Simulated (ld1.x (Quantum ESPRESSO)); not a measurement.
## P (Z = 15), PAW: configuration errors across variants

ld1.x (Quantum ESPRESSO) 7.5 input, shortened:

```
&input
   title='P', zed=15., rel=1, dft='PZ', iswitch=3,
   config='[Ne] 3s2 3p1'
 /
 &inputp
   pseudotype=3, lpaw=.true., tm=.true., lloc=-1, rcloc=1.30,
   nlcc=.true., new_core_ps=.true.,
   which_augfun='PSQ', rmatch_augfun_nc=.true.
 /
4
3S  1  0   2.00   0.00  1.15  1.55  0.0
3S  1  0   0.00   1.75  1.15  1.55  0.0
3P  2  1   1.00   0.00  1.50  1.60  0.0
3P  2  1   0.00  -0.25  1.50  1.60  0.0
 &test
   configts(1)='3s2 3p1'
 /
```

All-electron excitation energies from the reference (eV): (1) 3s2 3p3 -29.070; (2) 3s2 3p2 -19.249; (3) 3s2 3p0 29.895; (4) 3s1 3p0 82.084; (5) 3s2 3p3.3 -30.407; (6) 3s1 3p4 -20.574; (7) 3s1 3p3 -10.177; (8) 3s2 3p1 spin -0.265; (9) 3s2 3p3 spin -30.580.

Spin tests fill each open shell by Hund’s rule, majority spin first.

The default core radius of the base comes out at 1.00 bohr.

2 further variants failed, have other tests or another functional or relativity, and are left out.

Errors AE − PS in meV (a dash: test not solved or not reliable):

| change | (1) | (2) | (3) | (4) | (5) | (6) | (7) | (8) | (9) | bound ghosts |
| --- | --- | --- | --- | --- | --- | --- | --- | --- | --- | --- |
| base | -5.7 | -2.6 | -14 | -88 | -6.0 | -3.7 | -1.3 | -0.3 | -6.5 | none |
| waves 3s (bound): rcut 1.15, rcutus 1.56 bohr; 3s channel at 1.75 Ry: rcut 1.15, rcutus 1.56 bohr | -5.7 | -2.6 | -14 | -88 | -6.0 | -3.7 | -1.3 | -0.3 | -6.5 | none |
| local potential all-electron potential smoothed inside 1.58 bohr (lloc = -1) | -5.7 | -2.6 | -14 | -88 | -6.0 | -3.7 | -1.3 | -0.3 | -6.5 | none |
| type RRKJ; waves now 3s (bound): rc 1.55 bohr; 3p (bound): rc 1.60 bohr; local potential the p channel; rho0 0.001 | +22 | +8.8 | +12 | +76 | +25 | +19 | +7.4 | +3.0 | +40 | none |

Task: Give the same row for: core correction a·sin(br)/r model core, default radius (ld1.x builds one for every PAW set, though the input has nlcc=.false.).

Result: -5.3, -2.5, -13, -88, -5.6, -3.2, -1.1, -0.3, -6.1; bound ghosts: none.
